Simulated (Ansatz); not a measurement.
P7⁺. Total charge 1; singlet. Geometry PBE-D4/def2-SVP.

Cartesian coordinates in Å:
```
P 0.3849 1.0235 -1.6543
P -0.9236 0.5668 1.5756
P -0.7312 -0.8509 -1.6377
P 0.1873 -1.3623 1.4306
P -1.5679 0.9256 -0.5763
P 1.3018 0.5127 1.4030
P 1.3487 -0.8154 -0.5409
```

The structure comes from a short search, and lower isomers may exist.

Problem. Estimate the orbital energies around the gap (eV) in Ansatz with PBE-D4/def2-SVP, PBE-D4/def2-TZVP, r2SCAN-D4/def2-TZVP, PBE0-D4/def2-SVP, PBE0-D4/def2-TZVP.

Solution. 
| orbital | PBE-D4/def2-SVP | PBE-D4/def2-TZVP | r2SCAN-D4/def2-TZVP | PBE0-D4/def2-SVP | PBE0-D4/def2-TZVP |
| --- | --- | --- | --- | --- | --- |
| HOMO−5 | -12.90 | -12.57 | -12.88 | -14.03 | -13.65 |
| HOMO−4 | -12.69 | -12.41 | -12.71 | -13.83 | -13.51 |
| HOMO−3 | -11.87 | -11.59 | -11.80 | -12.78 | -12.45 |
| HOMO−2 | -11.71 | -11.39 | -11.63 | -12.70 | -12.33 |
| HOMO−1 | -11.62 | -11.31 | -11.56 | -12.63 | -12.26 |
| HOMO | -11.16 | -10.88 | -11.11 | -12.18 | -11.84 |
| LUMO | -8.77 | -8.48 | -8.49 | -8.20 | -7.85 |
| LUMO+1 | -8.28 | -8.07 | -8.04 | -7.60 | -7.34 |
| LUMO+2 | -7.35 | -7.18 | -7.07 | -6.60 | -6.38 |
| LUMO+3 | -7.13 | -6.99 | -6.83 | -6.34 | -6.17 |
| LUMO+4 | -6.63 | -6.62 | -6.47 | -5.84 | -5.82 |
| LUMO+5 | -6.33 | -6.25 | -6.05 | -5.51 | -5.41 |
